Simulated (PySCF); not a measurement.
## Radial density of Fe⁻ (iron, charge -1)

MN15, [Ar] 3d7 4s2, high-spin 4F determinant. All numbers are calculated (PySCF 2.14, the non-relativistic Hamiltonian (point nucleus), in aug-cc-pwCVQZ).

| r (bohr) | 4πr²ρ (e/bohr) | 4πr²(ρα − ρβ) |
| --- | --- | --- |
| 0.000995 | 0.1409 | 0.0000 |
| 0.00167 | 0.3849 | 0.0000 |
| 0.00281 | 1.026 | 0.0000 |
| 0.00473 | 2.627 | 0.0000 |
| 0.00796 | 6.281 | 0.0000 |
| 0.0134 | 13.41 | -0.0001 |
| 0.0225 | 23.68 | -0.0006 |
| 0.0379 | 30.94 | -0.0021 |
| 0.0637 | 27.42 | -0.0055 |
| 0.107 | 25.49 | 0.0027 |
| 0.180 | 34.49 | 0.1484 |
| 0.303 | 21.82 | 0.8515 |
| 0.510 | 14.12 | 2.1836 |
| 0.858 | 14.76 | 2.3975 |
| 1.44 | 4.714 | 1.2301 |
| 2.43 | 1.213 | 0.2728 |
| 4.08 | 0.4802 | 0.0128 |
| 6.87 | 0.1364 | -0.0140 |
| 11.6 | 0.01112 | -0.0070 |
| 19.4 | 2.983e-05 | 0.0000 |

At MN15 the highest occupied level has a positive energy, so only the finite basis holds that electron; in a semilocal or global hybrid functional this comes from self-interaction and does not mean that the real anion is unbound.

Q: Where is the radial spin density 4πr²(ρα − ρβ) most negative, and why is it negative at all?

A: Around r = 6.87 bohr, down to -0.0140 e/bohr: exchange with the open shell polarises the paired shells in an unrestricted calculation.
